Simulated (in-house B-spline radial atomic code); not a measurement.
The numbers below are computed, except where a source is named.
**How size changes two electrons in a parabolic InAs dot with a donor at its centre**

For InAs the NSM archive of the Ioffe Institute lists m* = 0.023 m0 and ε = 15.15. Real donors also feel a central-cell potential, which shifts the ground state. In so narrow a gap the band flattens within tens of meV, so real spacings are smaller, by up to some tenths.

Effective-mass model with parabolic bands, a uniform dielectric constant, no image charges, no central-cell or spin-orbit terms. Two-electron levels come from full CI in B-splines with partial waves to l = 5 (up to 0.001 effective hartree above the limit).

Ha* = 2.727 meV, a* = 34.86 nm.

```csv
ħω (meV),s-p spacing (meV),J_ss (meV),"charging energy, CI (meV)","gap to the lowest triplet, CI (meV)",leading natural occupation
11.4,13.9,4.99,4.78,12.2,1.994
8.7,10.9,4.44,4.22,9.46,1.993
7.31,9.37,4.13,3.91,8.03,1.992
6.33,8.27,3.89,3.67,7.01,1.991
4.17,5.84,3.3,3.07,4.77,1.988
2.78,4.23,2.84,2.6,3.3,1.984
1.62,2.86,2.38,2.13,2.06,1.977
0.938,2.03,2.07,1.79,1.32,1.968
0.589,1.6,1.9,1.59,0.927,1.960
```

(1) With what end-to-end powers of ħω do the columns change between the first and last rows?

(2) Where does repulsion overtake the orbital spacing, and what happens to the ratio of triplet gap to spacing?

## Answers

(1) Spacing +0.73, J_ss +0.33, charging energy +0.37, triplet gap +0.87. In large dots the donor takes over: the spacing tends to 3/8 Ha* = 1.02 meV and the triplet gap to the binding of the second electron, 0.0278 Ha* = 0.0757 meV, which it nears slowly.

(2) J_ss passes the spacing between ħω = 1.62 and 0.938 meV. The ratio goes from 0.88 to 0.58, while the leading occupation goes from 1.994 to 1.960.
